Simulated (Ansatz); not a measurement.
Ideal-gas functions of `BBr` at 400 K and 1 bar, from an Ansatz frequency run at PBE0-D4/def2-TZVP.

Molar mass 92.73 g/mol, point group C2v (symmetry number 2), electronic degeneracy 1, moments of inertia 2.227, 43.782, 46.009 u Å². Harmonic wavenumbers (cm⁻¹, unscaled): 703, 812, 965, 1191, 2624, 2745.

Use S(trans) = R[1.5 ln M + 2.5 ln T − 1.1517]; rotational temperatures θ = 24.2544 K / I; S(rot) = R[ln(√π/σ · √(T³/θAθBθC)) + 1.5]; for each mode x = 1.438777 ν̃/T, S = R[x/(eˣ − 1) − ln(1 − e⁻ˣ)] and H = RT x/(eˣ − 1); 1 cm⁻¹ = 0.0119627 kJ/mol; R = 8.31446 J/(mol·K).

By hand: the entropy, in J/(mol·K).

Translation 171.5. Rotation: θ = 10.8911, 0.554, 0.5272 K, giving 81.4. Vibration, mode by mode: 2.51, 1.84, 1.19, 0.61, 0.01, 0.00, in all 6.2. Electronic 0.0. Sum 259.1 J/(mol·K).

By hand: H − E and G − E in kJ/mol, counted from the electronic energy.

Zero-point energy ½ × 9040 × 0.0119627 = 54.1; thermal vibration 1.9; translation, rotation and pV give 4 RT = 13.3. H − E = 69.3 kJ/mol, and G − E = 69.3 − 400 × 259.1/1000 = -34.3 kJ/mol.

Vibration gives 2 % of the entropy.
